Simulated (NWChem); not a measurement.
Molecule: C2H5BN2; SMILES C(B(N)N)#C

```xyz
10

C      0.0000     0.0000    -2.3014
C      0.0000     0.0000    -1.0845
B      0.0000     0.0000     0.4687
N      0.0000     1.2421     1.1433
N      0.0000    -1.2421     1.1433
H      0.0000     0.0000    -3.3764
H      0.0000     1.3392     2.1486
H      0.0000     2.1186     0.6439
H      0.0000    -2.1186     0.6439
H      0.0000    -1.3392     2.1486
```
Atoms are numbered in this order, from 1.

Program: NWChem. The geometry was optimised at PBE0/def2-SVP. Atomic charges in e: unrestrained fits to the electrostatic potential beside Mulliken populations; buried atoms are poorly determined by the fit.

What does the run give for B3LYP/def2-SVP? Quantities: ESP C1; Mulliken C1; ESP C2; Mulliken C2; ESP B3; Mulliken B3; ESP N4; Mulliken N4; ESP N5; Mulliken N5; relative RMS misfit of the potential (%).


```json
{
 "ESP C1": "-0.34",
 "Mulliken C1": "-0.19",
 "ESP C2": "-0.14",
 "Mulliken C2": "0.16",
 "ESP B3": "0.60",
 "Mulliken B3": "-0.25",
 "ESP N4": "-0.84",
 "Mulliken N4": "-0.08",
 "ESP N5": "-0.84",
 "Mulliken N5": "-0.08",
 "relative RMS misfit of the potential (%)": "29"
}
```
